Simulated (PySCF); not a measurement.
## Correlation energy of Ru⁺ (ruthenium, charge +1)

[Kr] 4d6 5p1, one real determinant (an excited configuration). All numbers are calculated (PySCF 2.14, the spin-free X2C one-electron Hamiltonian (Gaussian nucleus), in ANO-RCC-VTZP). Frozen: [Ar] 3d10; 15 electrons correlated.

```csv
level,correlation energy (mhartree)
CCSD,-428.13
(T),-11.17
CCSD(T),-439.30
```

Diagnostics: T1 = 0.0077, D1 = 0.0341, largest double amplitude 0.045.

The real determinant used has ⟨L²⟩ near 8 against 12 for a pure F term, so it mixes terms.

Cost of the coupled-cluster step: of the order of 18 core-seconds, for 15 correlated electrons.

The basis was made for the ground configuration and has no added diffuse functions, which can raise the energy of the promoted electron.

The reference is one real determinant that mixes LS terms of this configuration.
